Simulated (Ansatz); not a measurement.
Basis sets compared for the cluster CaTe2 (the lowest singlet isomer of a short search). Total charge 0; singlet. Geometry r2SCAN-D4/def2-TZVP. Ansatz on 4 threads of Intel Xeon on a shared host; times are rough, and most runs start from earlier orbitals.

```xyz
3

Ca   -0.8654   -0.3816   -1.3182
Te   -0.0666    1.5170    0.6029
Te    0.9320   -1.1354    0.7153
```

In the def2 sets Te takes a core potential; there is no spin–orbit coupling. The structure comes from a short search, and lower isomers may exist.

Binding counts from free atoms (Ca singlet, Te triplet) in the same basis, without a counterpoise term.

| level | functions | energy (Eh) | HOMO (eV) | LUMO (eV) | binding per atom (eV) | wall time |
| --- | --- | --- | --- | --- | --- | --- |
| PBE-D4/def2-SVP | 76 | -1213.3995 | -3.66 | -2.87 | 2.09 | 0.91 s |
| PBE-D4/def2-TZVP | 136 | -1213.5067 | -3.78 | -2.95 | 2.10 | 1.4 s |
| r2SCAN-D4/def2-TZVP | 136 | -1213.9101 | -3.89 | -2.50 | 2.07 | 2.2 s |
| PBE0-D4/def2-SVP | 76 | -1213.4787 | -4.50 | -2.43 | 1.96 | 1.6 s |
| PBE0-D4/def2-TZVP | 136 | -1213.5837 | -4.58 | -2.51 | 1.98 | 2.2 s |

Estimate the rows for PBE-D4/def2-TZVPD, r2SCAN-D4/def2-TZVPD, PBE0-D4/def2-TZVPD.


```csv
level,functions,energy (Eh),HOMO (eV),LUMO (eV),binding per atom (eV),wall time
PBE-D4/def2-TZVPD,154,-1213.5075,-3.81,-2.97,2.11,1.6 s
r2SCAN-D4/def2-TZVPD,154,-1213.9108,-3.91,-2.51,2.07,2.9 s
PBE0-D4/def2-TZVPD,154,-1213.5844,-4.60,-2.52,1.99,2.7 s
```
